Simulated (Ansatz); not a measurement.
Correlation energies of CH6AlNSi, SMILES `[AlH2]/[N]=C\[SiH3]` by basis set

```xyz
10

Al   -0.540   -1.977   -1.358
N    -0.596   -0.714   -0.147
C    -0.582    0.210    0.692
Si    0.780    1.538    0.748
H    -1.273   -1.688   -2.727
H     0.227   -3.303   -0.975
H    -1.389    0.281    1.447
H     1.450    1.503    2.077
H     1.755    1.266   -0.336
H     0.167    2.883    0.577
```

Charge 0, multiplicity 1. The structure was optimised at the PBE0-D4/def2-TZVP level. Frozen core, restricted reference, the Gaussian-basis code of Ansatz. CBS rows extrapolate triple and quadruple zeta.

```csv
basis,HF (Eh),MP2 corr.,CCSD corr.,(T),CCSD(T) total
def2-TZVPP,-626.70056,-0.56397,-0.61075,?,?
def2-QZVPP,-626.72124,-0.60314,?,-0.02805,?
CBS(def2),?,-0.63215,?,-0.02997,?
```

Task: Fill in the withheld values. (An estimate is asked.)

Result: Computed: def2-TZVPP (T): -0.02546; def2-TZVPP CCSD(T) total: -627.33677; def2-QZVPP CCSD corr.: -0.64227; def2-QZVPP CCSD(T) total: -627.39156; CBS(def2) HF (Eh): -626.72408; CBS(def2) CCSD corr.: -0.66561; CBS(def2) CCSD(T) total: -627.41966.
